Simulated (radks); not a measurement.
Q: Radial electron density D(r) = 4 pi r^2 rho(r) of an atom or ion with 48 electrons. Calculated with a radial shooting solver on a logarithmic mesh with Libxc functionals: scalar-relativistic Kohn-Sham, exchange-only PBE, spin-polarised, spherical densities, point nucleus.

```
   r/bohr * D(r) (the largest magnitude, 86.5, reaches the edge; | marks zero)
 0.001277 | *
 0.001676 |  *
 0.002218 |   *
 0.002935 |      *
 0.003852 |         *
 0.005097 |              *
  0.00669 |                     *
 0.008852 |                            *
  0.01171 |                                   *
  0.01537 |                                        *
  0.02034 |                                          *
  0.02691 |                                       *
  0.03533 |                                    *
  0.04674 |                                      *
  0.06185 |                                               *
  0.08118 |                                                      *
   0.1074 |                                                  *
    0.141 |                                        *
   0.1865 |                                       *
   0.2468 |                                             *
    0.324 |                                    *
   0.4286 |                  *
   0.5672 |              *
   0.7444 |                *
    0.985 |           *
    1.303 |    *
    1.711 | *
    2.263 |*
    2.971 *
    3.931 *
    5.201 *
```

What is the nuclear charge?

A: Z = 52. The innermost maximum, from 1s, lies near gamma/Z bohr with gamma = sqrt(1 - (Z/c)^2) = 0.925, here 0.0178 bohr (found: 0.0195), and its height grows with Z. The density is that of the tellurium ion Te4+ in [Kr] 4d10 5s2; the configuration itself is not fixed sharply by these data, and Z only to a few units. D(r) has 4 maxima, at r = 0.0195, 0.0859, 0.249, 0.727 bohr, and minima at 0.0380, 0.164, 0.528 bohr, inside which lie 1.98, 11.20, 28.94 electrons.
